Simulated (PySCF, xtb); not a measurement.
AlFH4O3Si, SMILES [OH][Al]([OH])[O][SiH2]F.

GFN2-xTB in xtb 6.7.1 at its own geometry gives an orbital gap of 4.37 eV and a dipole moment of 2.32 D.

The structure is a stationary point at TPSSh-D3(BJ)/def2-SVP. The structure was generated by enumeration; whether it is a known compound was not checked. Other conformers were not sampled.

Question: What does PBE/def2-TZVP run with PySCF give? (The exact figures need the calculation; the answer reports its results.)

Answer: gap 5.81 eV (levels -7.43 and -1.62 eV), dipole 1.90 D.
